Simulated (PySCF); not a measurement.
AsF₂H₃Si.

```xyz
7

Si    -1.0154     0.3839     0.0000
F     -1.6759    -0.3161    -1.3035
F     -1.6759    -0.3161     1.3035
As     1.2957    -0.1020     0.0000
H     -1.4224     1.8088     0.0000
H      1.5230     0.9373     1.1017
H      1.5230     0.9373    -1.1017
```
Charge 0, spin multiplicity 1.

The structure is a stationary point at B3LYP-D3(BJ)/def2-SVP.

Computed with PBE/pcSseg-1 in PySCF. Non-relativistic, no solvent.

Computed absolute GIAO shielding of each atom: isotropic value and principal components (ppm):
```csv
atom,σ(iso),σ11,σ22,σ33,span
Si1,309.3,266.0,294.2,367.8,101.8
F2,285.4,188.4,321.7,346.0,157.6
F3,285.4,188.4,321.7,346.0,157.6
As4,1856.3,1769.7,1893.2,1906.1,136.4
H5,24.8,20.7,22.4,31.3,10.7
H6,29.2,22.5,24.1,40.8,18.3
H7,29.2,22.5,24.1,40.8,18.3
```
